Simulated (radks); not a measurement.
Values are calculated unless marked as measured or tabulated.
Charge is removed step by step from the 4p down level of Cd11+, starting from [Ar] 3d10 4s2 4p(up 3, down 3) 4d1. Code: a radial shooting solver on a logarithmic mesh with Libxc functionals. Model: scalar-relativistic Kohn-Sham, PBE, spin-polarised, spherical densities, point nucleus; open shells are filled with parallel spins first (spin-orbit coupling, left out, can overturn this in heavy ions).

| removed (e) | E - E(0) (eV) | eigenvalue (eV) | E minus straight line (eV) |
|---|---|---|---|
| 0 | 0.000 | -270.33 | 0.000 |
| 0.25 | 68.323 | -276.43 | -2.291 |
| 0.5 | 138.17 | -282.54 | -3.057 |
| 0.75 | 209.55 | -288.66 | -2.294 |
| 1 | 282.46 | -294.79 | 0.000 |

Removing the whole electron costs 282.46 eV by Delta-SCF, against 270.33 eV from minus the eigenvalue at the starting occupation. Slater's transition state (half an electron removed) gives 282.54 eV. Integrating minus the eigenvalue over the occupation (Janak's theorem) gives 282.55 eV. In this scalar-relativistic scheme the density is built from large components alone, so the theorem holds only approximately. The mean slope of the eigenvalue, de/dn, is 24.5 eV per electron.
